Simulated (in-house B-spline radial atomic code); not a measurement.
A fraction x of an electron is moved 3d → 4f in the xenon ion Xe⁴⁺, starting from [Kr] 4d10 5s2 5p2 and keeping the highest spin. Computed with a B-spline radial code for spherical atoms: non-relativistic RPBE, spin-polarised, spherical fractional occupations, point nucleus.

```
    x  E(x) - E(0) (eV)  3d down level (eV)  4f up level (eV)
    0            0.0000            -710.046                 -
0.125           85.4138            -714.392           -29.142
 0.25          171.3111            -718.694           -29.593
0.375                 ?                   ?                 ?
  0.5          344.5393            -727.172           -30.469
0.625                 ?                   ?                 ?
 0.75          519.6519            -735.495           -31.317
0.875          607.9052            -739.602           -31.731
    1          696.6184            -743.675           -32.139
```

Q: What belongs in the row x = 0.375?

A: An energy change of 257.6877 eV; 3d down at -722.953 eV, 4f up at -30.035 eV.

Q: What belongs in the row x = 0.625?

A: An energy change of 431.8620 eV; 3d down at -731.352 eV, 4f up at -30.896 eV.

Q: Check Janak's theorem between x = 0.125 and 0.25.

A: The slope of the energy is 687.18 eV; the orbital levels give 687.18 eV (ε of the receiving orbital less ε of the emptying one, averaged over the two points).
